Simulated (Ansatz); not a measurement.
`[O]=[W]([OH])([F])([F])[F]` and `[O]=[W]([OH])([OH])([F])[F]` differ in one atom or group.

Ansatz, PBE0-D4/def2-TZVP geometries, multiplicity 1. Each molecule was computed in one conformer, which needn't be the lowest.

Elements past krypton have def2 core potentials.

```
                                        property  `[O]=[W]([OH])([F])([F])[F]`
           HOMO energy (ωB97M-V/def2-TZVPP) / eV                        -13.01
           LUMO energy (ωB97M-V/def2-TZVPP) / eV                         -1.00
size of the dipole moment (B3LYP/def2-TZVPP) / D                          3.17
              LUMO energy (PBE0/def2-TZVPP) / eV                         -3.27
               HOMO energy (PBE/def2-TZVPP) / eV                         -8.88
  zero-point energy (PBE0-D4/def2-TZVP) / kJ/mol                          61.9
```

Question: Give the same properties after the change, and the shifts. (Best estimate.)

Answer: The calculation gave: 
| property | `[O]=[W]([OH])([OH])([F])[F]` | shift |
| --- | --- | --- |
| HOMO energy (ωB97M-V/def2-TZVPP) / eV | -12.18 | 0.83 |
| LUMO energy (ωB97M-V/def2-TZVPP) / eV | -0.88 | 0.12 |
| size of the dipole moment (B3LYP/def2-TZVPP) / D | 3.92 | 0.75 |
| LUMO energy (PBE0/def2-TZVPP) / eV | -3.11 | 0.16 |
| HOMO energy (PBE/def2-TZVPP) / eV | -8.08 | 0.80 |
| zero-point energy (PBE0-D4/def2-TZVP) / kJ/mol | 90.9 | 29.0 |

With PBE0 the HOMO rises by 0.82 eV and the LUMO rises by 0.16 eV, so the gap narrows by about 0.66 eV. PBE moves the HOMO by 0.80 eV and ωB97M-V by 0.83 eV. The zero-point energy changes by 29.0 kJ/mol with +3 modes. Dipoles are sizes alone; their direction can turn.

B3LYP here is the variant with VWN-RPA as its local correlation; programs differ in this.
